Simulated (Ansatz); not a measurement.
Ansatz (a first-principles code) input (B3LYP-D3(BJ)/def2-TZVP):

Ansatz 0.2 input:
```yaml
crystal:
  periodic: [false, false, false]
  atoms:
    - {symbol: C, position_ang: [-1.27627821, -0.14054105, -0.19467126]}
    - {symbol: C, position_ang: [-0.00392344, 0.01782727, 0.62439266]}
    - {symbol: C, position_ang: [1.30159486, 0.12089535, -0.26085097]}
    - {symbol: O, position_ang: [2.41054946, 0.26122505, 0.39624975]}
    - {symbol: H, position_ang: [-1.22045737, -1.04131549, -0.80684656]}
    - {symbol: H, position_ang: [-1.40200259, 0.71162390, -0.86354112]}
    - {symbol: H, position_ang: [-2.16427445, -0.21173786, 0.44110882]}
    - {symbol: H, position_ang: [-0.06333256, 0.92069089, 1.23884957]}
    - {symbol: H, position_ang: [0.11605600, -0.83435817, 1.29958069]}
    - {symbol: H, position_ang: [1.06891931, 0.97875917, -1.00411255]}
    - {symbol: H, position_ang: [1.25679160, -0.82031391, -0.93571220]}
basis:
  gaussian:
    orbitals: def2-TZVP
hamiltonian:
  xc: b3lyp
  dispersion: d3bj
total_charge: -1
relax: {f_tol: 0.002, max_steps: 150}
```

End of the output:

```
relax step   4: F+E_penalty+E_count = -5274.38769148 eV  Δ(F+E_penalty+E_count) = -9.995e-4 eV  max|allowed force component| = 2.359e-2 eV/Å  Δτ_max = 0.0052 Å  (32 SCF iters, accepted)
these checks for a lower state are left out or cut short: starts, cluster_reference, orbital_swaps, neighbouring_geometries, increment
integrals: 0.06 GiB planned
999 factors; their error is unknown
mean field: 0.68 GiB planned
mean field -5274.09417125 eV, -193.8193858842 hartree, gradient 1.0e-5 eV, S^2 0.000000; 0 other end points of the search recorded, 0 dependent functions left out
the calculation of the forces begins
reference -5274.09442926 eV, -193.8193953659 hartree; 17, 17 occupied and 149, 149 virtual orbitals, 999 factors
relax step   5: F+E_penalty+E_count = -5274.38772594 eV  Δ(F+E_penalty+E_count) = -3.446e-5 eV  max|allowed force component| = 1.105e-2 eV/Å  Δτ_max = 0.0032 Å  (32 SCF iters, accepted)
these checks for a lower state are left out or cut short: starts, cluster_reference, orbital_swaps, neighbouring_geometries, increment
integrals: 0.06 GiB planned
999 factors; their error is unknown
mean field: 0.68 GiB planned
mean field -5274.09427494 eV, -193.8193896945 hartree, gradient 1.0e-5 eV, S^2 0.000000; 0 other end points of the search recorded, 0 dependent functions left out
the calculation of the forces begins
reference -5274.09453298 eV, -193.8193991773 hartree; 17, 17 occupied and 149, 149 virtual orbitals, 999 factors
relax step   6: F+E_penalty+E_count = -5274.38774083 eV  Δ(F+E_penalty+E_count) = -1.489e-5 eV  max|allowed force component| = 2.302e-3 eV/Å  Δτ_max = 0.0020 Å  (32 SCF iters, accepted)
these checks for a lower state are left out or cut short: starts, cluster_reference, orbital_swaps, neighbouring_geometries, increment
integrals: 0.06 GiB planned
999 factors; their error is unknown
mean field: 0.68 GiB planned
mean field -5274.09426383 eV, -193.8193892862 hartree, gradient 1.0e-5 eV, S^2 0.000000; 0 other end points of the search recorded, 0 dependent functions left out
the calculation of the forces begins
reference -5274.09452186 eV, -193.8193987689 hartree; 17, 17 occupied and 149, 149 virtual orbitals, 999 factors
relax step   7: F+E_penalty+E_count = -5274.38774212 eV  Δ(F+E_penalty+E_count) = -1.286e-6 eV  max|allowed force component| = 1.319e-3 eV/Å  Δτ_max = 0.0004 Å  (32 SCF iters, accepted)
integrals: 0.06 GiB planned
999 factors; their error is unknown
mean field: 0.68 GiB planned
mean field evaluation 64: about -5274.0939 eV, gradient 5.2e-1 eV
mean field -5274.09426383 eV, -193.8193892862 hartree, gradient 1.0e-5 eV, S^2 0.000000; 1 other end points of the search recorded, 0 dependent functions left out
the calculation of the forces begins
reference -5274.09452186 eV, -193.8193987689 hartree; 17, 17 occupied and 149, 149 virtual orbitals, 999 factors
Total energy: -5274.38800015 eV, -193.8301838971 hartree
Atom 0 at    -1.280307    -0.141527    -0.194084 Å, force     0.000078    -0.000127    -0.000674 eV/Å
Atom 1 at     0.006665     0.018845     0.614016 Å, force     0.000379     0.000065     0.000299 eV/Å
Atom 2 at     1.300812     0.120971    -0.258772 Å, force     0.000206     0.000117     0.001319 eV/Å
Atom 3 at     2.424599     0.260767     0.419667 Å, force    -0.000350    -0.000166    -0.000599 eV/Å
Atom 4 at    -1.237889    -1.044233    -0.813411 Å, force    -0.000114    -0.000074     0.000031 eV/Å
Atom 5 at    -1.418500     0.706770    -0.873433 Å, force    -0.000028    -0.000011    -0.000098 eV/Å
Atom 6 at    -2.176624    -0.212480     0.433182 Å, force    -0.000097     0.000083     0.000362 eV/Å
Atom 7 at    -0.040581     0.920592     1.236417 Å, force    -0.000102    -0.000065    -0.000129 eV/Å
Atom 8 at     0.138773    -0.828349     1.297816 Å, force     0.000023     0.000053    -0.000137 eV/Å
Atom 9 at     1.062345     0.965113    -0.994972 Å, force     0.000082    -0.000418    -0.000142 eV/Å
Atom 10 at     1.244349    -0.803714    -0.931981 Å, force    -0.000077     0.000542    -0.000232 eV/Å
Dipole moment:    -1.251108    -0.131959    -0.095349 e Å
```

It need not be the lowest isomer of its formula. Whether it binds its extra electron was not tested at this geometry.
